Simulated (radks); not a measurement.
The gold anion Au-, [Hg], held by a Watson sphere: a shell of charge +0.97 at radius R that stands for the Madelung well of a crystal (potential energy -0.97/R inside, -0.97/r outside, in hartree with lengths in bohr). Method: scalar-relativistic Kohn-Sham, LDA (Slater exchange, VWN5 correlation), spin-polarised, spherical densities, point nucleus; computed with a radial shooting solver on a logarithmic mesh with Libxc functionals. Response by self-consistent Sternheimer equations with the Hartree and adiabatic LDA kernel, the relativistic mass of each level held fixed and spin-orbit coupling left out. The sphere does not respond.

R (bohr)  e(5p) (eV)  e(5d) (eV)  e(6s) (eV)  <r> 6s (bohr)  sum of <r^2> (bohr^2)  X-ray form factor at sin(theta)/lambda = 0.3 1/angstrom  alpha (bohr^3)
3.01         -59.798      -6.986      -6.490          2.863                  70.81                                                   59.261           45.61
3.27         -59.502      -6.659      -6.234          2.905                  71.72                                                   59.268           48.71
3.44         -59.316      -6.457      -6.063          2.931                  72.27                                                   59.272           50.80
4.36         -58.417      -5.506      -5.180          3.049                  74.69                                                   59.286           62.26
5.46         -57.560      -4.628      -4.309          3.141                  76.58                                                   59.292           74.77
5.7          -57.401      -4.467      -4.147          3.155                  76.88                                                   59.293           77.19
5.96         -57.238      -4.303      -3.982          3.168                  77.16                                                   59.293           79.68
5.97         -57.232      -4.297      -3.976          3.168                  77.18                                                   59.293           79.77
6.4          -56.985      -4.048      -3.725          3.187                  77.58                                                   59.294           83.55
